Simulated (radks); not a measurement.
Initial-state core-level shifts of the niobium ion Nb3+ when its valence configuration changes from [Kr] 4d2. Calculated with a radial shooting solver on a logarithmic mesh with Libxc functionals: Dirac Kohn-Sham, LDA (Slater exchange, Perdew-Wang correlation), spin-unpolarised, spherical densities, finite nucleus; open shells are shared between the two j in proportion to 2j + 1; Fermi nuclear charge, rms radius 4.324 fm. Shifts are changes of the shell-averaged eigenvalues in eV (positive: less bound); the change of the density at the nucleus, which sets a Mossbauer isomer shift, is in e/bohr^3, on a base of 8.212e+04.

valence               2s       2p       3s       3p  density at nucleus
4d1 5s1           -5.068   -5.042   -4.860   -4.859             +24.994
4d1 5p1           -6.161   -6.128   -5.961   -5.959              +3.667
4d0.5 5p1.5       -9.359   -9.309   -9.036   -9.033              +5.747
4d1.5 5p0.5       -3.045   -3.029   -2.953   -2.952              +1.756
5p2              -12.644  -12.574  -12.180  -12.176              +7.999
4d1.5 5s0.5       -2.495   -2.482   -2.397   -2.397             +12.137
5s2              -10.492  -10.437  -10.017  -10.016             +53.452
4d0.5 5s1 5p0.5   -8.278   -8.235   -7.948   -7.947             +27.836
